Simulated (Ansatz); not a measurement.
Consider the ligand exchange at the Si–C bond: `C=C(F)[SiH](O)F` + `[SH][GeH3]` → `O[SiH](F)[S][GeH3]` + `C=CF`.

Computed with Ansatz on PBE0-D4/def2-TZVP structures; ΔE is electronic, products minus reactants. CCSD(T)/CBS adds triple-zeta CCSD(T) − MP2 to the extrapolated MP2 energy (def2 sets, frozen cores). DFT in def2-TZVPP. For Ge outer-core shells are correlated without core-valence functions, which leaves a few kJ/mol of doubt a bond. Scalar relativity is left out up to krypton. One conformer a species, not always the lowest.

| level | ΔE (kcal/mol) |
| --- | --- |
| LDA (SPW92) | -17.6 |
| PBE-D4 | -18.0 |
| B2PLYP | -17.3 |
| revPBE | -16.9 |
| BHLYP | -17.0 |
| SCS-MP2/def2-QZVPP | -18.4 |
| HF/CBS(def2) | -17.0 |
| CCSD/CBS(def2) | -18.1 |

Task: What does CCSD(T)/CBS give? (Estimate.)

Result: Computed: -18.3 kcal/mol. The listed levels differ from it by 0.7, 0.3, 1.0, 1.4, 1.3, -0.1, 1.3, 0.2 kcal/mol.

Largest T1 diagnostic among the species: 0.012.

The D4 term adds −1.3 kcal/mol with B3LYP and −0.7 kcal/mol with PBE0; it sums over pairs of atoms, weighted by their polarisabilities, and B3LYP, whose exchange is more repulsive, gets the larger term. At CCSD(T), def2-SVP lies +1.0 kcal/mol from the extrapolated value and def2-TZVPP +0.8 kcal/mol. From BLYP to BHLYP (50 % exact exchange), in def2-TZVPP and without D4, ΔE moves by −1.5 kcal/mol.

B3LYP here is the variant with VWN-RPA as its local correlation; programs differ in this.
